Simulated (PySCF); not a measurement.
Br2ClGeH. Atoms are numbered in the order given.

```xyz
5

Ge     0.5160    -0.3907     0.0000
Cl    -0.4099    -2.3402     0.0000
Br    -0.1655     0.7548    -1.8830
Br    -0.1655     0.7548     1.8830
H      2.0403    -0.5461     0.0000
```

Coordinates come from a B3LYP-D3(BJ)/def2-SVP optimisation.

Calculation: PySCF with M06-2X/def2-TZVP.

Isolated molecule, no solvent.

Estimate the frontier levels, gap, dipole moment and polarisability. (An estimate is asked for; the answer gives what the named calculation found.)


The highest occupied level comes out as -9.98 eV, the lowest empty level is -1.00 eV and the orbital gap is 8.98 eV. The dipole moment comes out as 1.37 D and the quadrupole, principal values (traceless, Buckingham form, about the centre of nuclear charge) is -2.94, -0.68, 3.63 D·Å. The mean static polarisability is 79.2 bohr³ (11.73 Å³). The polarisability, principal values comes out as 63.1, 82.8, 91.5 bohr³.
